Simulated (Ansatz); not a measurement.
Reaction (formal exchange of groups at a Ge–N bond): `[OH][GeH2][NH][SiH3]` + disilane → `[OH][GeH2][SiH2][SiH3]` + `N[SiH3]`

Computed with Ansatz on PBE0-D4/def2-TZVP structures; ΔE is electronic, products minus reactants. CCSD(T)/CBS is the MP2 limit (def2-TZVPP, def2-QZVPP) plus CCSD(T) − MP2 in def2-TZVPP, frozen cores. This one scheme is used for every species. DFT in def2-TZVPP. B3LYP here is the variant with VWN-RPA as its local correlation; programs differ in this. For Ge outer-core shells are correlated without core-valence functions, which leaves a few kJ/mol of doubt a bond. Scalar relativity is left out up to krypton. One conformer a species, not always the lowest.

`[OH][GeH2][NH][SiH3]`:

Cartesian coordinates in Å:
```
O -1.222 -1.643 1.588
Ge -1.176 -0.844 -0.002
N -0.223 0.717 0.080
Si 1.334 1.055 -0.569
H -0.346 -1.848 1.923
H -2.655 -0.568 -0.285
H -0.467 -1.726 -1.041
H -0.666 1.444 0.625
H 1.314 2.207 -1.512
H 2.335 1.372 0.489
H 1.772 -0.165 -1.296
```

`[SiH3][SiH3]`:

```xyz
8

Si   -1.106   -0.168   -0.339
Si    1.106    0.168    0.339
H    -1.212   -0.070   -1.820
H    -1.576   -1.514    0.083
H    -1.994    0.859    0.270
H     1.578    1.513   -0.087
H     1.993   -0.861   -0.267
H     1.211    0.074    1.820
```

`[OH][GeH2][SiH2][SiH3]`:

Z-matrix (Å, degrees):
```
Ge
Si 1 2.391
O 1 1.791 2 109.1
H 1 1.546 2 110.9 3 -120.4
H 1 1.536 2 113.9 3 115.1
Si 2 2.337 1 108.5 3 54.9
H 2 1.488 1 109.5 3 -65.3
H 2 1.490 1 109.9 3 175.3
H 3 0.960 1 112.6 2 -61.1
H 6 1.488 2 109.5 1 64.8
H 6 1.487 2 112.2 1 -174.0
H 6 1.489 2 109.3 1 -53.5
```

`N[SiH3]`:

Z-matrix (Å, degrees):
```
Si
N 1 1.720
H 1 1.486 2 107.9
H 1 1.494 2 116.0 3 -120.3
H 1 1.486 2 107.9 3 119.4
H 2 1.007 1 119.6 3 -168.6
H 2 1.007 1 119.6 3 49.2
```

```csv
level,ΔE (kJ/mol),difference from CCSD(T)/CBS
PBE-D4,-2.1,-17.7
r2SCAN-D4,7.3,-8.3
PBE0-D4,2.6,-13.0
B3LYP-D4,10.5,-5.1
ωB97X-V,15.5,-0.1
ωB97M-V,14.7,-0.9
B2PLYP,16.9,1.3
PBE,-1.9,-17.5
r2SCAN,7.5,-8.1
PBE0,3.1,-12.5
B3LYP,11.0,-4.6
HF/def2-TZVPP,30.9,15.3
MP2/def2-TZVPP,22.9,7.3
SCS-MP2/def2-TZVPP,26.3,10.7
CCSD/def2-TZVPP,20.8,5.2
CCSD(T)/def2-TZVPP,19.7,4.1
HF/def2-QZVPP,31.4,15.8
MP2/def2-QZVPP,20.7,5.1
SCS-MP2/def2-QZVPP,24.4,8.8
HF/CBS(def2),31.5,15.9
MP2/CBS(def2),18.7,3.1
CCSD/CBS(def2),16.7,1.1
CCSD(T)/CBS,15.6,0
```

Largest T1 diagnostic among the species: 0.013.

In def2-TZVPP, CCSD(T) changes the Hartree–Fock value by −11.1 kJ/mol (the triples alone add −1.1 kJ/mol) and MP2 by −8.0 kJ/mol. From PBE to PBE0 (25 % exact exchange), in def2-TZVPP and without D4, ΔE moves by +5.0 kJ/mol.
